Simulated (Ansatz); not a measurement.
Computed with Ansatz on PBE0-D4/def2-TZVP structures; ΔE is electronic, products minus reactants. CBS: MP2 limit from def2 TZ/QZ plus the TZ coupled-cluster correction, frozen cores. This one scheme is used for every species. Functionals use def2-TZVPP. B3LYP here is the variant with VWN-RPA as its local correlation; programs differ in this. HSE06 is defined as in plane-wave codes. One conformer a species, not always the lowest.

Consider the hydrogenolysis of the Si–F bond: `F[SiH](F)[SiH](Cl)Cl` + H₂ → `F[SiH2][SiH](Cl)Cl` + H–F.

Question: Is it downhill or uphill in electronic energy at CCSD(T)/CBS, and by how much? (An estimate is asked.)

Answer: The calculation gave: Uphill: ΔE = +1.28 eV.

Question: What do these levels give: LDA (SPW92), revPBE-D4, PBE, revPBE, PBE0, B3LYP, r2SCANh, HSE06, BHLYP, RPA@PBE/def2-TZVPP, MP2/def2-SVP, HF/def2-TZVPP? (Best estimate.)

Answer: The calculation gave: LDA (SPW92) 1.25, revPBE-D4 1.25, PBE 1.22, revPBE 1.20, PBE0 1.20, B3LYP 1.29, r2SCANh 1.34, HSE06 1.20, BHLYP 1.30, RPA@PBE/def2-TZVPP 1.25, MP2/def2-SVP 1.19, HF/def2-TZVPP 1.28 eV.

Question: What do rigid-rotor, harmonic-oscillator terms from PBE0-D4/def2-TZVP frequencies (298.15 K, 1 bar) make of the CCSD(T)/CBS value? (Best estimate.)

Answer: Computed: ΔZPE = +0.12 eV, ΔH = +1.37 eV, ΔS = 22 J/(mol·K), ΔG = +1.31 eV. Modes under 50 cm⁻¹ make the entropy rough.

Largest T1 diagnostic among the species: 0.011.

The D4 term adds +0.03 eV with B3LYP and +0.02 eV with PBE0; it sums over pairs of atoms, weighted by their polarisabilities, and B3LYP, whose exchange is more repulsive, gets the larger term. From r2SCAN to r2SCAN0 (25 % exact exchange), in def2-TZVPP and without D4, ΔE moves by −0.05 eV.
